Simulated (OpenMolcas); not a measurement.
Ionisation energies of gold

```
Program             : OpenMolcas
Basis               : ANO-RCC [10s9p8d6f4g2h]
Scalar Hamiltonian  : DKH2, point nucleus
Spin-orbit coupling : state interaction with AMFI integrals over the reference wave functions, term energies averaged over their components
```

Active shells in each charge state: the valence d shell, with orbitals averaged over the low states. Where CASPT2's correlated closed shells are named, they are those of the first ion.

A. CASSCF
B. SS-CASPT2, IPEA 0.25 Eh, imaginary shift 0.1 Eh (closed shells correlated: 5s 5p)
C. SS-CASPT2, IPEA 0.25 Eh, imaginary shift 0.1 Eh (closed shells correlated: none)
D. SS-CASPT2, IPEA 0 Eh, imaginary shift 0.1 Eh (closed shells correlated: 5s 5p)
E. SS-CASPT2, IPEA 0.25 Eh, imaginary shift 0.1 Eh (closed shells correlated: 4f 5s 5p)

Energies in eV between the lowest computed levels, named as in B; reference values from the NIST Atomic Spectra Database with their kind.

```csv
From,To,A,B,C,D,E,Spin-orbit share in B,Reference
Au2+ 5d9 2D 5/2,Au3+ 5d8 3F4,30.549,32.281,32.357,32.184,32.409,-0.397,30.000 (theoretical)
Au3+ 5d8 3F4,Au4+ 5d7 4F 9/2,44.728,46.251,46.270,46.198,46.415,-0.078,45.000 (theoretical)
Au4+ 5d7 4F 9/2,Au5+ 5d6 5D4,59.906,61.296,61.245,61.306,61.495,+0.319,60.000 (theoretical)
Au5+ 5d6 5D4,Au6+ 5d5 6S 5/2,74.805,76.265,76.138,76.243,76.497,+0.800,74.000 (theoretical)
Au6+ 5d5 6S 5/2,Au7+ 5d4 5D0,94.554,95.371,95.150,95.429,95.675,-1.368,94.000 (theoretical)
Au7+ 5d4 5D0,Au8+ 5d3 4F 3/2,111.366,112.232,111.889,112.274,112.566,-0.571,112.000 (theoretical)
```

The lowest level within the active space need not be the ion's true ground level.
